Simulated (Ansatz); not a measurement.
C₂H₇NbO₂, SMILES `[CH3][Nb]([CH3])(=[O])[OH]`. The species carries charge 0 and has multiplicity 1. Nb takes the def2 core potential.

| atom | x (Å) | y (Å) | z (Å) |
| --- | --- | --- | --- |
| C1 | -1.5064 | -0.8860 | 0.6179 |
| Nb2 | 0.5421 | -0.2628 | 0.3774 |
| C3 | 0.5891 | 1.6390 | -0.6344 |
| O4 | 1.1555 | -0.0009 | 1.9321 |
| O5 | 1.5906 | -1.5735 | -0.5110 |
| H6 | -1.9560 | -1.1765 | -0.3379 |
| H7 | -2.0704 | -0.0344 | 1.0201 |
| H8 | -1.6164 | -1.7128 | 1.3245 |
| H9 | -0.1336 | 2.3000 | -0.1385 |
| H10 | 0.3031 | 1.5444 | -1.6876 |
| H11 | 1.5671 | 2.1240 | -0.5773 |
| H12 | 1.5353 | -1.9605 | -1.3853 |

Question: What are the harmonic wavenumbers in cm⁻¹ at PBE0-D4/def2-TZVP (Ansatz, finite differences of forces, unscaled)? (Best estimate.)

Answer: Computed: 53, 82, 118, 142, 159, 176, 249, 252, 322, 437, 528, 537, 559, 594, 598, 731, 1043, 1180, 1188, 1405, 1412, 1415, 1421, 3017, 3019, 3099, 3101, 3127, 3127, 3932.

Question: Is this a minimum?

Answer: Yes, all 30 modes are real.

Question: Give the ideal-gas thermochemistry at 298.15 K and 1 bar (rigid rotor, harmonic oscillator; point group Cs, symmetry number 1).

Answer: Zero-point energy 221.4 kJ/mol; H(298) − E = 249.6 kJ/mol; entropy 402.5 J/(mol·K), of which translation 171.8, rotation 113.1, vibration 117.5; G(298) − E = 129.5 kJ/mol. Modes under 100 cm⁻¹ are hindered rotations or soft bends, so the harmonic entropy is rough.
